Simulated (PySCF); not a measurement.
Input of a run (PBE0-D3(BJ)/def2-SVP geometry optimisation, gas phase (PySCF 2.14.0)), started from UFF:
```
{"job": {"xc": "PBE0", "basis": "def2-SVP", "d3": "d3bj", "grid": 1, "shake": 0.03, "kind": "geom"}, "charge": 0, "multiplicity": 1}
F     -0.845370     2.200370     1.305620
C     -0.616150     2.002330    -0.035670
C      0.144790     0.737590    -0.147670
C      1.682110     0.840040    -0.397260
C      2.341480    -0.346910    -0.491060
C      1.737440    -1.551630    -0.269160
C      0.411510    -1.635200     0.012420
N     -0.320040    -0.473060     0.069450
Ga    -2.251740    -0.713670     0.544060
H     -0.044200     2.873790    -0.409810
H     -1.561050     1.916660    -0.592330
H      2.077390     1.796460    -0.516710
H      3.325510    -0.234010    -0.696000
H      2.287740    -2.464470    -0.295660
H     -0.084340    -2.632670     0.169380
H     -2.625360     0.138930     1.837190
H     -3.124280    -0.165110    -0.756490
H     -2.591760    -2.272520     0.747450
```

Output (energies in Eh, forces in Eh/bohr):
```
step   0  E = -2312.23229747  max force = 0.121072
step   1  E = -2312.26305802  max force = 0.044162
step   2  E = -2312.27258415  max force = 0.037801
step   3  E = -2312.27833304  max force = 0.017558
step   4  E = -2312.27881005  max force = 0.008658
step   5  E = -2312.27925661  max force = 0.007058
step   6  E = -2312.27943052  max force = 0.003938
step   7  E = -2312.27953951  max force = 0.003609
step   8  E = -2312.27960460  max force = 0.002417
step   9  E = -2312.27963310  max force = 0.000445
step  10  E = -2312.27965662  max force = 0.000592
step  11  E = -2312.27972856  max force = 0.002371
step  12  E = -2312.27976258  max force = 0.002613
step  13  E = -2312.27980046  max force = 0.001247
step  14  E = -2312.27983533  max force = 0.000653
step  15  E = -2312.27994360  max force = 0.002704
step  16  E = -2312.27995626  max force = 0.003640
step  17  E = -2312.28005119  max force = 0.000722
step  18  E = -2312.28009256  max force = 0.000560
step  19  E = -2312.28014352  max force = 0.000750
step  20  E = -2312.28021410  max force = 0.000690
step  21  E = -2312.28032404  max force = 0.000889
step  22  E = -2312.28038110  max force = 0.002378
step  23  E = -2312.28078770  max force = 0.003536
step  24  E = -2312.28065110  max force = 0.009730
step  25  E = -2312.28118306  max force = 0.001591
step  26  E = -2312.28141707  max force = 0.001021
step  27  E = -2312.28173442  max force = 0.002593
step  28  E = -2312.28199912  max force = 0.005973
step  29  E = -2312.28292683  max force = 0.004839
step  30  E = -2312.28427175  max force = 0.002987
step  31  E = -2312.28570638  max force = 0.005696
step  32  E = -2312.28666456  max force = 0.004158
step  33  E = -2312.28685003  max force = 0.005202
step  34  E = -2312.28723155  max force = 0.001336
step  35  E = -2312.28729566  max force = 0.000980
step  36  E = -2312.28733372  max force = 0.002186
step  37  E = -2312.28736894  max force = 0.000706
step  38  E = -2312.28737209  max force = 0.000283
optimisation converged
```

Question: Summarise the run.

Answer: The energy falls by 1.499 eV over 39 energy and gradient evaluations, the largest force component goes from 0.1211 to 2.8e-04 Eh/bohr, and the atoms move by 0.735 Å rms after alignment. The bond that changes most is C3–C4 (substituted aromatic carbon to aromatic CH carbon), which shortens by 0.167 Å. Bonds longer at the end by more than 0.005 Å: 9 of 18; shorter: 7. Among the angles that change most is N8–Ga9–H18, from 110.5° to 97.3°. Among the dihedrals that turn most is H10–C2–C3–N8, from -172° to -59°. The energy rose by more than 1e-6 Eh at step 24. The first step brought 56 % of the lowering.

Question: What are the final bond lengths?

Answer: F1–C2 1.366 Å, C2–C3 1.501 Å, C3–C4 1.394 Å, C4–C5 1.390 Å, C5–C6 1.393 Å, C6–C7 1.388 Å, C7–N8 1.338 Å, N8–Ga9 2.133 Å, C3–N8 1.342 Å, C2–H10 1.104 Å, C2–H11 1.104 Å, C4–H12 1.090 Å, C5–H13 1.093 Å, C6–H14 1.091 Å, C7–H15 1.093 Å, Ga9–H16 1.585 Å, Ga9–H17 1.585 Å, Ga9–H18 1.582 Å. Numbering counts from 1 in the input's order; the species is `FCc1cccc[n+]1[GaH3-]`.

The run used 189 basis functions and 274 SCF cycles in all.

PBE0-D3(BJ)/def2-SVP frequencies: not computed here. The numbers are those of one conformer.
